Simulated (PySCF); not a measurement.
## Distorted geometries of [WO2(H2O)2]2+

[WO2(H2O)2]2+ (singlet). PySCF 2.14.0, RKS r2SCAN, W def2-SVP with ECP60, O def2-SVP, H def2-SVP; non-relativistic Hamiltonian with scalar-relativistic core potentials where named; density fitting; no spin-orbit coupling. Relaxed geometry:

```xyz
9

W     0.0000    0.0000   -0.3829
O     0.9143    0.9514    0.6455
O    -0.9143   -0.9514    0.6455
O     1.4004   -1.3431   -1.1078
H     1.2663   -2.3165   -1.2121
H     2.3705   -1.1726   -1.1930
O    -1.4004    1.3431   -1.1078
H    -1.2663    2.3165   -1.2121
H    -2.3705    1.1726   -1.1930
```

Order these distorted geometries by energy above the relaxed one, lowest first.
A.
```xyz
9

W     0.2098    0.0512   -0.6064
O     0.8648    0.7434    1.0082
O    -0.8890   -1.0916    0.7792
O     1.3208   -1.2865   -1.3200
H     1.5666   -2.2658   -1.1731
H     2.1279   -1.0509   -1.2995
O    -1.7394    1.4298   -1.0774
H    -1.0800    2.2977   -1.1602
H    -2.3816    1.1726   -1.2684
```
B.
```xyz
9

W     0.0652   -0.2122   -0.4234
O     0.8618    0.9278    0.5111
O    -0.8104   -1.0604    0.7070
O     1.3388   -1.3375   -1.1100
H     1.2959   -2.4797   -1.0956
H     2.3846   -1.0403   -1.2853
O    -1.4880    1.4916   -1.0894
H    -1.2689    2.4305   -1.0009
H    -2.3790    1.2802   -1.3311
```
C.
```xyz
9

W    -0.1067   -0.1190   -0.3744
O     0.8322    1.0494    0.7716
O    -0.9404   -0.9318    0.7260
O     1.3192   -1.4547   -0.9598
H     1.3904   -2.2633   -1.4785
H     2.4774   -1.1925   -1.1672
O    -1.4075    1.4732   -1.1989
H    -1.3549    2.2686   -1.0551
H    -2.2097    1.1701   -1.3813
```

B (1.83 eV), C (3.74 eV), A (11.49 eV).

Which forces (eV/Å) act in the one that lies 11.49 eV up?


```
W    -7.88   1.32  15.85
O    -1.11  -1.57  -7.88
O     3.40   3.32  -6.61
O    -6.12  -6.75  -0.87
H    -1.66  -0.10  -0.12
H    11.32   4.08  -0.52
O    37.67  12.63  10.22
H    -4.66  -2.13  -0.35
H   -30.96 -10.81  -9.72
```
Forces carry noise of the integration grid, about 0.01 to 0.03 eV/Å.

No frequency check is given that shows the relaxed geometry to be a minimum.
